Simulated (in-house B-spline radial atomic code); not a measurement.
**HSE06 excitations of Be2+**

Method: HSE06. Computed with an all-electron radial atomic-structure program (B-spline basis): linear response of the closed shell 1s2 with the functional's adiabatic kernel; non-relativistic, point nucleus, no spin-orbit coupling, no double excitations, S, P, D and F terms only.

Command:
```bash
python run_td.py task.json out
```
Settings (radii: box in bohr, nucleus in fm):
```
Z                        4
electrons                2
configuration            1s2
hamiltonian              nr
method                   hse06
box_radius               29.48
intervals                47
```

Cost of the run: 0.2 s on 1 thread of Intel(R) Xeon(R) Platinum 8488C (Sapphire Rapids), with other jobs on the host.

The lowest states, in the order of their Tamm-Dancoff energies; the method's threshold (minus the highest occupied level) is 137.54 eV. Labels give the largest channel, * marks a mixed state, and oscillator strengths are full-response dipole values. Semilocal kernels can invert the small singlet-triplet splittings of Rydberg terms. Energies in eV:

```json
{"state": "1s → 2s 3S", "full response": "112.74", "Tamm-Dancoff": "112.77", "oscillator strength": "-"}
{"state": "1s → 2s 1S", "full response": "115.59", "Tamm-Dancoff": "115.66", "oscillator strength": "-"}
{"state": "1s → 2p 3P", "full response": "116.25", "Tamm-Dancoff": "116.27", "oscillator strength": "-"}
{"state": "1s → 2p 1P", "full response": "117.83", "Tamm-Dancoff": "117.85", "oscillator strength": "0.446"}
{"state": "1s → 3s 3S", "full response": "128.69", "Tamm-Dancoff": "128.69", "oscillator strength": "-"}
{"state": "1s → 3s 1S", "full response": "129.29", "Tamm-Dancoff": "129.30", "oscillator strength": "-"}
{"state": "1s → 3p 3P", "full response": "?", "Tamm-Dancoff": "?", "oscillator strength": "-"}
{"state": "1s → 3p 1P", "full response": "?", "Tamm-Dancoff": "?", "oscillator strength": "?"}
{"state": "1s → 3d 3D", "full response": "130.38", "Tamm-Dancoff": "130.38", "oscillator strength": "-"}
{"state": "1s → 3d 1D", "full response": "130.39", "Tamm-Dancoff": "130.39", "oscillator strength": "-"}
{"state": "1s → 4s 3S", "full response": "133.09", "Tamm-Dancoff": "133.09", "oscillator strength": "-"}
{"state": "1s → 4s 1S", "full response": "133.31", "Tamm-Dancoff": "133.31", "oscillator strength": "-"}
```

Q: Where does 1s → 3p 1P lie?

A: At 129.96 eV in full response, 129.97 eV in Tamm-Dancoff, oscillator strength 0.087.

Q: Where does 1s → 3p 3P lie?

A: At 129.61 eV in full response, 129.62 eV in Tamm-Dancoff.

Q: How large is the singlet-triplet splitting of 1s → 2s (S terms) in Tamm-Dancoff?

A: 2.89 eV, from the unrounded values.

Q: What polarisabilities and dispersion coefficient does the method give?

A: Dipole 0.05425 bohr³, quadrupole 0.01679 bohr⁵, C6 0.01177 hartree·bohr⁶ for two such species.
